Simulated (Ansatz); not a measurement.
Reaction (substitution at a C–Cl bond): `[SiH3]C(Cl)Br` + HBr → `[SiH3]C(Br)Br` + HCl

Computed with Ansatz on PBE0-D4/def2-TZVP structures; ΔE is electronic, products minus reactants. CCSD(T)/CBS adds triple-zeta CCSD(T) − MP2 to the extrapolated MP2 energy (def2 sets, frozen cores). This one scheme is used for every species. DFT in def2-TZVPP. B3LYP here is the variant with VWN-RPA as its local correlation; programs differ in this. For Br outer-core shells are correlated without core-valence functions, which leaves a few kJ/mol of doubt a bond. Scalar relativity is left out up to krypton.

Is it downhill or uphill in electronic energy at CCSD(T)/CBS, and by how much? (An estimate is asked.)

Ansatz gave: Downhill: ΔE = -11.8 kJ/mol.

What do these levels give: r2SCAN-D4, PBE0-D4, B2PLYP, PBE, r2SCAN, B3LYP, MP2/def2-TZVPP, CCSD/def2-TZVPP, CCSD(T)/def2-TZVPP, HF/def2-QZVPP, MP2/CBS(def2), CCSD/CBS(def2)? (An estimate is asked.)

Computed: r2SCAN-D4 -7.9, PBE0-D4 -8.4, B2PLYP -9.6, PBE -7.0, r2SCAN -7.7, B3LYP -6.6, MP2/def2-TZVPP -15.6, CCSD/def2-TZVPP -12.4, CCSD(T)/def2-TZVPP -12.9, HF/def2-QZVPP -5.9, MP2/CBS(def2) -14.6, CCSD/CBS(def2) -11.4 kJ/mol.

Largest T1 diagnostic among the species: 0.009.

In def2-TZVPP, CCSD(T) changes the Hartree–Fock value by −6.7 kJ/mol (the triples alone add −0.5 kJ/mol) and MP2 by −9.4 kJ/mol.
